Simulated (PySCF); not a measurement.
The PySCF input:
```python
from pyscf import gto, scf, dft

mol = gto.Mole()
mol.atom = '''
    C    -2.210233    1.480486   -0.370036
    N    -0.742742    1.384806   -0.150774
    Si    0.143320   -0.083828   -0.209819
    O     0.243612   -0.649013   -1.701827
    Cl    2.037713    0.394196    0.444821
    Cl   -0.754720   -1.408427    0.929055
    H    -2.414994    1.586402   -1.410304
    H    -2.633208    0.496588   -0.102191
    H    -2.623514    2.311015    0.200440
    H    -0.325123    2.266060   -0.345317
    H     0.681760   -1.494073   -1.939294
'''
mol.basis = 'sto-3g'
mol.charge = 0
mol.spin = 0
mol.verbose = 3
mol.build()

mf = dft.RKS(mol)
mf.xc = 'tpss'
mf.kernel()
g = mf.nuc_grad_method()
grad = g.kernel()
```

Task: What dipole moment does TPSS/STO-3G, gradient run with PySCF give?

Result: 2.86 D

Task: What is the computed HOMO-LUMO gap (TPSS/STO-3G, gradient)?

Result: 5.97 eV

Task: Estimate the HOMO energy that TPSS/STO-3G, gradient returns for this input.

Result: -3.11 eV

Task: What Mulliken (on the basis functions themselves) charges in atom order does TPSS/STO-3G, gradient give?

Result: C1 -0.14, N2 -0.49, Si3 1.07, O4 -0.41, Cl5 -0.35, Cl6 -0.33, H7 0.07, H8 0.08, H9 0.09, H10 0.19, H11 0.22
